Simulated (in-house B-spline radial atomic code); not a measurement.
Configurations of Ca4+, with energies counted from [Ne] 3s2 3p4. Computed with an all-electron radial atomic-structure program (B-spline basis): non-relativistic SCAN, spin-polarised, spherical fractional occupations, point nucleus. Shells without spins written out take the highest spin.

Occupations are held fixed; configurations that lie above the ionisation limit could autoionise.

```json
{"configuration": "[Ne] 3s1 3p5", "E - E(ref) (eV)": "20.437", "highest orbital": "3p down", "its <r> (bohr)": "1.174"}
{"configuration": "[Ne] 3s2 3p3 3d1", "E - E(ref) (eV)": "25.169", "highest orbital": "3d up", "its <r> (bohr)": "1.267"}
{"configuration": "[Ne] 3s2 3p3 4s1", "E - E(ref) (eV)": "41.981", "highest orbital": "4s up", "its <r> (bohr)": "2.514"}
{"configuration": "[Ne] 3s(0 up, 1 down) 3p(3 up, 1 down) 3d(1 up, 0 down)", "E - E(ref) (eV)": "52.025", "highest orbital": "3d up", "its <r> (bohr)": "1.276"}
{"configuration": "[Ne] 3s2 3p3 4f1", "E - E(ref) (eV)": "61.774", "highest orbital": "4f up", "its <r> (bohr)": "3.351"}
{"configuration": "[Ne] 3s(1 up, 0 down) 3p(2 up, 2 down) 4d(0 up, 1 down)", "E - E(ref) (eV)": "82.291", "highest orbital": "4d down", "its <r> (bohr)": "3.199"}
{"configuration": "[Ne] 3s(0 up, 1 down) 3p(1 up, 3 down) 4f(1 up, 0 down)", "E - E(ref) (eV)": "82.523", "highest orbital": "4f up", "its <r> (bohr)": "3.42"}
```

Q: Order these further configurations by energy, lowest first.
A. [Ne] 3s2 3p(0 up, 3 down) 4s(1 up, 0 down)
B. [He] 2s2 2p5 3s2 3p5
C. [Ne] 3s1 3p4 4s1
D. [Ne] 3s2 3p3 4d1
E. [He] 2s2 2p5 3s2 3p4 4f1

A: A (42.755 eV), D (56.388 eV), C (62.421 eV), B (331.65 eV), E (400.11 eV).

Q: How far above the reference does [Ne] 3s1 3p4 4p1 lie?

A: 68.393 eV; its least bound orbital is 4p up with <r> = 2.741 bohr.

Q: How far above the reference does [He] 2s2 2p5 3s2 3p4 4d1 lie?

A: 393.88 eV; its least bound orbital is 4d up with <r> = 3.095 bohr.
